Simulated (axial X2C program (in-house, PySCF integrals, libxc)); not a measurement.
## Potential curves of TaBr, two-component

Calculated with an axial X2C code built on PySCF integrals. Two-component (2c) means X2C with spin–orbit coupling and atomic mean-field two-electron Coulomb and Gaunt terms. Basis: Ta dyall-v3z [13s14p9d7f2g], Br dyall-v3z [8s9p6d1f] (cores contracted in-house); Gaussian nuclei, density fitting, unrestricted open shells. Masses: Ta 180.948 u, Br 78.918 u.

State: Ω = 1 (⟨Sz⟩ = 1.96, ⟨Lz⟩ = -0.96 at TPSS). Energies in kJ/mol from the lowest point of each curve. Fits are polynomials in 1 − R0/R over 0.85 to 1.23 times the lowest point R0.

```
 R (Å)   TPSS     HF    MP2
2.2122  36.96  69.94  33.04
2.2851  14.07  35.53  11.16
2.3581   2.69  14.33   1.14
2.4310   0.00   3.28   0.00
2.5161   4.85   0.00   6.82
2.6012  15.82   4.30  19.82
2.7106  35.72  17.49  42.44
2.8443  65.02  40.88  75.19
```

Correlated methods: 34 electrons correlated (number of frozen shells: Ta 4 s, 3 p, 2 d; Br 3 s, 2 p, 1 d), 284 virtual spin orbitals or spinors in MP2.

Occupations by symmetry block were frozen at the best pattern of an incomplete PBE0 search. Density functionals use the spin component along the axis (collinear). PBE0 can misorder states that lie within some tenths of an eV, so this need not be the ground state of the molecule. The nearest other 2c determinant of the search, Ω = 2, lies 0.12 eV up at the distance of the search. Without a current term, density functionals place determinants with orbital angular momentum somewhat too high. With several unpaired electrons one determinant need not be a pure state. Open-shell Ω = 0 determinants with evenly filled partner blocks cannot be reached by this program, so the Ω shown need not be the lowest component. At some level and bond length an empty orbital lies below a filled one. MP2 and coupled cluster on one determinant become unreliable at the stretched end.

Problem. Fit the TPSS curve near its minimum: give the equilibrium distance and the harmonic wavenumber.

Solution. At TPSS, 2c: Re = 2.422 Å, ωe ≈ 253 cm⁻¹; Be follows as 0.0523 cm⁻¹.

Problem. What are Re and ωe at the HF level?

Solution. At HF, 2c: Re = 2.506 Å, ωe ≈ 236 cm⁻¹; Be follows as 0.0489 cm⁻¹.

Problem. What are Re and ωe at the MP2 level?

Solution. At MP2, 2c: Re = 2.405 Å, ωe ≈ 265 cm⁻¹; Be follows as 0.053 cm⁻¹.
